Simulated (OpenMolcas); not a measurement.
Ru4+ among 4 point charges of -0.5 e arranged as a tetrahedron (Td), 1.87 Å from the ion.

```
Program             : OpenMolcas
Method              : SS-CASPT2, IPEA 0.25 Eh, imaginary shift 0.1 Eh (closed shells correlated: 4s 4p)
Basis               : ANO-RCC-VTZP [7s6p4d2f1g]
Scalar Hamiltonian  : DKH2, point nucleus
Active space        : 4 electrons in 5 orbitals (4d)
State averaging     : 2S+1 = 5 even, 5 roots; 2S+1 = 3 even, 45 roots; 2S+1 = 1 even, 50 roots
Spin-orbit coupling : state interaction with AMFI integrals over the reference wave functions
```

What is the spin-free ground state (labels of Td)?

5T2, 3-fold in its orbital part, 100 % from free-ion D terms; it has the highest spin that d4 allows.

Where is the first state of the same spin?

5E at 1380 cm-1 above the ground state.

What are the lowest two levels with spin-orbit coupling?

A 1-fold level A1, then a 3-fold level T1 450 cm-1 above it. Their leading multiplicities are 5 (97 %) and 5 (98 %).

What is χT at 300 K, and how does it compare with the textbook value?

The lowest level has 2S+1 = 5, for which the spin-only value is χT = S(S+1) / 2 = 3.000 cm3 K/mol (g = 2). The computed 0.729 at 300 K differs by -2.271, through orbital momentum, spin-orbit coupling and any other state in reach. With a threefold ground state the orbital momentum is unquenched, so the spin-only value is not expected to hold.

Roots that are degenerate in the reference are averaged as groups; the widest CASPT2 spread within a group is 340 cm-1 (the 3-fold group of multiplicity 3 near 44200 cm-1 above the lowest state of its run). Shifts and gaps below about the spread of the groups concerned are not significant. An orbital triplet at a regular site is open to Jahn-Teller coupling, which can distort the site and quench the lowest spin-orbit gaps and is left out. Point charges give a weaker field than real ligands, and real ions of this kind are as a rule low spin; the high spin found here belongs to the model. The ground term spreads over less than 5000 cm-1, several times less than with real ligands, so orbital moments are less quenched and χT lies further from the spin-only value than at real sites. Free-ion shares, where given, are those of the reference states; single-state CASPT2 does not remix them. This is an electrostatic model: the charges have no orbitals. No measured value stands beside these numbers.
